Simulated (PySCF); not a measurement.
## Computed data sheet: `C=CC1=CC(C)=C([SiH3])[P@@H]1=O`

Compound: C7H11OPSi.
Atom-mapped SMILES: `[CH2:1]=[CH:2][C:3]1=[CH:4][C:5]([CH3:6])=[C:7]([SiH3:8])[P@@H:9]1=[O:10]` (hydrogens: H11, H12 on C1; H13 on C2; H14 on C4; H15, H16, H17 on C6; H18, H19, H20 on Si8; H21 on P9)

Structural features include: C=C double bond, Si–H bond, C–Si bond, phosphine oxide and P=O bond.

GFN2-xTB geometry:

```yaml
Point_group_of_the_GFN2-xTB_geometry: C1
Rotational_constants_A_B_C_of_the_GFN2-xTB_geometry: 1.617, 0.746, 0.532 GHz
```

PBE0/pcSseg-1 ground state and GIAO shieldings, non-relativistic (PySCF):

```yaml
Dipole_moment: 4.52 D
HOMO_energy: -6.68 eV
LUMO_energy: -2.42 eV
HOMO–LUMO_gap: 4.26 eV
Lowest_Hirshfeld_atomic_charge: -0.39 e on O10
Highest_Hirshfeld_atomic_charge: +0.39 e on P9
13C_chemical_shifts_computed_TMS_as_zero_by_class: 169.2 (C5), 156.7 (C3), 143.0 (C4), 137.7 (C2), 135.2 (C1), 127.2 (C7), 22.7 (C6) ppm
1H_chemical_shifts_computed_TMS_as_zero_by_class: 7.71 (H21), 6.83 (H13), 6.58 (H11), 6.32 (H14), 5.99 (H12), 4.45 (H18/H19/H20), 2.18 (H15/H16/H17) ppm
Isotropic_shieldings_of_nuclei_other_than_C_and_H_by_class: 264 (O10), 439 (Si8), 310 (P9) ppm
Mayer_bond_orders_between_heavy_atoms: C1–C2 1.87, C2–C3 1.12, C3–C4 1.69, C4–C5 1.05, C5–C6 1.09, C5–C7 1.75, C7–Si8 0.87, C7–P9 0.88, P9–O10 1.88, P9–C3 0.79
```

Monoisotopic mass from the formula: 170.0317 u.

In atomic units the dipole is 1.78 e·bohr (1 au = 2.5417 D). A dipole of 4.52 D is allowed in C1, and pure rotational transitions are dipole-allowed. The rotational constants make it an asymmetric top with κ = (2B − A − C)/(A − C) = -0.61, nearer the prolate limit (−1). With B = h/(8π²I), that is 505.379 GHz u Å² over I, the principal moments of inertia are 312.5, 677.2 and 949.7 u Å² (most abundant isotopes); the inertial defect Ic − Ia − Ib is -40.0 u Å² (zero for a rigid planar frame, negative otherwise).

One conformer (not necessarily the lowest) at the GFN2-xTB geometry, without solvent or vibrations. NMR classes are plain means over equivalent atoms (diastereotopic ones count apart unless rotation or inversion swaps them), as if these changed places fast; in this geometry the members of some classes differ.

Shape of the structure used: `[CH2:1]=[CH:2][C:3]1=[CH:4][C:5]([CH3:6])=[C:7]([SiH3:8])[P@@H:9]1=[O:10]`: C1–C2–C3–C4 -173°.
